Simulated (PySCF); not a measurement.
## SMILES [SiH3]C1=C=CCCCCC1, C8H14Si

Geometry:
```json
{"atom": "Si1", "x (Å)": "2.461", "y (Å)": "1.113", "z (Å)": "1.268"}
{"atom": "C2", "x (Å)": "1.270", "y (Å)": "0.778", "z (Å)": "-0.138"}
{"atom": "C3", "x (Å)": "0.289", "y (Å)": "1.612", "z (Å)": "-0.392"}
{"atom": "C4", "x (Å)": "-0.901", "y (Å)": "2.133", "z (Å)": "-0.563"}
{"atom": "C5", "x (Å)": "-2.078", "y (Å)": "1.464", "z (Å)": "0.110"}
{"atom": "C6", "x (Å)": "-1.756", "y (Å)": "0.078", "z (Å)": "0.671"}
{"atom": "C7", "x (Å)": "-1.283", "y (Å)": "-0.967", "z (Å)": "-0.367"}
{"atom": "C8", "x (Å)": "0.166", "y (Å)": "-1.472", "z (Å)": "-0.275"}
{"atom": "C9", "x (Å)": "1.252", "y (Å)": "-0.559", "z (Å)": "-0.860"}
{"atom": "H10", "x (Å)": "2.122", "y (Å)": "2.407", "z (Å)": "1.928"}
{"atom": "H11", "x (Å)": "3.871", "y (Å)": "1.160", "z (Å)": "0.769"}
{"atom": "H12", "x (Å)": "2.384", "y (Å)": "0.004", "z (Å)": "2.273"}
{"atom": "H13", "x (Å)": "-1.075", "y (Å)": "2.982", "z (Å)": "-1.233"}
{"atom": "H14", "x (Å)": "-2.487", "y (Å)": "2.106", "z (Å)": "0.911"}
{"atom": "H15", "x (Å)": "-2.884", "y (Å)": "1.379", "z (Å)": "-0.642"}
{"atom": "H16", "x (Å)": "-1.001", "y (Å)": "0.179", "z (Å)": "1.469"}
{"atom": "H17", "x (Å)": "-2.664", "y (Å)": "-0.293", "z (Å)": "1.172"}
{"atom": "H18", "x (Å)": "-1.464", "y (Å)": "-0.584", "z (Å)": "-1.387"}
{"atom": "H19", "x (Å)": "-1.930", "y (Å)": "-1.854", "z (Å)": "-0.273"}
{"atom": "H20", "x (Å)": "0.405", "y (Å)": "-1.687", "z (Å)": "0.782"}
{"atom": "H21", "x (Å)": "0.228", "y (Å)": "-2.441", "z (Å)": "-0.798"}
{"atom": "H22", "x (Å)": "2.231", "y (Å)": "-1.062", "z (Å)": "-0.784"}
{"atom": "H23", "x (Å)": "1.061", "y (Å)": "-0.401", "z (Å)": "-1.934"}
```

Method used: quadratic response CAM-B3LYP/def2-SVPD first hyperpolarisability, Taylor convention, gas phase (PySCF). Geometry: PBE0-D3(BJ)/def2-SVP.

(1) Give β for the processes computed.

(2) Which lowest excitations, dipole and polarisabilities go with it?

Answers

(1) In au, Taylor convention; the vector part is βᵢ = ⅓ Σⱼ (βᵢⱼⱼ + βⱼᵢⱼ + βⱼⱼᵢ); β∥ is 3/5 of the vector part along the dipole, the dipole points from − to +:
```csv
process,λ (nm),β vector norm,β∥,β HRS,depolarisation ratio
"static β(0;0,0)",∞,219.5,128.7,89.0,5.39
"second harmonic β(−2ω;ω,ω)",1907,228.4,133.9,92.7,5.38
"Pockels β(−ω;ω,0)",1907,222.4,130.4,–,–
"second harmonic β(−2ω;ω,ω)",1064,250.5,146.8,101.9,5.37
"Pockels β(−ω;ω,0)",1064,229.1,134.3,–,–
```

(2) S1 5.07 eV (f = 0.002); S2 5.83 eV (f = 0.011); S3 6.57 eV (f = 0.195); dipole 1.30 D; isotropic α 121.4 au static, 121.8 au at 1907 nm, 122.6 au at 1064 nm, 122.9 au at 953.5 nm, 126.6 au at 532 nm.
